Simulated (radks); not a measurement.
Effect of the nuclear size on the manganese ion Mn2+, [Ar] 3d5. Calculated with a radial shooting solver on a logarithmic mesh with Libxc functionals: Dirac Kohn-Sham, relativistic LDA (MacDonald-Vosko exchange, VWN5 correlation), spin-unpolarised, spherical densities, finite nucleus; open shells are shared between the two j in proportion to 2j + 1; Fermi nuclear charge, rms radius 3.7057 fm. The rms radius is varied about that value; shifts are against it.

rms radius (fm),total energy shift (eV),density at nucleus (e/bohr^3),1s1/2 shift (meV),2s1/2 shift (meV),3s1/2 shift (meV)
2.972,-0.0324,1.315e+04,-13.7,-1.22,-0.178
3.35,-0.0165,1.309e+04,-7.00,-0.623,-0.091
3.7057,0,1.303e+04,0.000,0.000,0.000
4.0096,0.0154,1.299e+04,6.52,0.580,0.085
4.5654,0.0466,1.293e+04,19.7,1.76,0.256

Slopes of the eigenvalues against <r^2> in GHz/fm^2, as finite differences over the two radii next to the reference (eigenvalue slopes, not the field-shift constants of lines): 1s1/2 673, 2s1/2 60.0, 3s1/2 8.75.
